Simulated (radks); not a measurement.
Results of a calculation; reference values are marked as such.
Task: Excited configurations of the bismuth ion Bi3+: one electron is placed in a higher orbital outside [Xe] 4f14 5d10 6s1. The ground configuration is [Hg]. Code: a radial shooting solver on a logarithmic mesh with Libxc functionals. Model: Dirac Kohn-Sham, BLYP, spin-unpolarised, spherical densities, finite nucleus; open shells fill j = l - 1/2 first; Fermi nuclear charge, rms radius 5.5211 fm. Excitation = E - E(ground); binding = E(ion) - E, where the ion is the core of charge +4; n* = 4/sqrt(2 binding) in atomic units, and the quantum defect is n - n*.

| outer orbital | excitation (eV) | binding (eV) | n* | quantum defect | eigenvalue (eV) | <r> (bohr) |
|---|---|---|---|---|---|---|
| 5f5/2 | 29.351 | 16.092 | 3.678 | 1.322 | -12.753 | 3.328 |
| 6p1/2 | 10.005 | 35.437 | 2.479 | 3.521 | -30.628 | 2.315 |
| 6f5/2 | 34.898 | 10.545 | 4.544 | 1.456 | -9.024 | 6.303 |
| 7p1/2 | 28.228 | 17.214 | 3.556 | 3.444 | -15.158 | 4.665 |
| 7f5/2 | 38.128 | 7.315 | 5.455 | 1.545 | -6.376 | 9.847 |

Estimate the row for 6d3/2.

Result: excitation (eV) 24.976; binding (eV) 20.466; n* 3.261; quantum defect 2.739; eigenvalue (eV) -17.330; <r> (bohr) 3.438. The Delta-SCF ionisation energy is 45.442 eV (NIST Atomic Spectra Database: 45.4 eV, measured). Self-interaction in the functional shifts the binding energies and quantum defects, so they are the method's values and not measured ones. Spin polarisation and multiplet splitting are left out, so open shells lie too high by an amount that depends on their filling.

Beside tabulated values, note that spin-unpolarised runs miss the spin-polarisation part of the exchange energy of open shells.
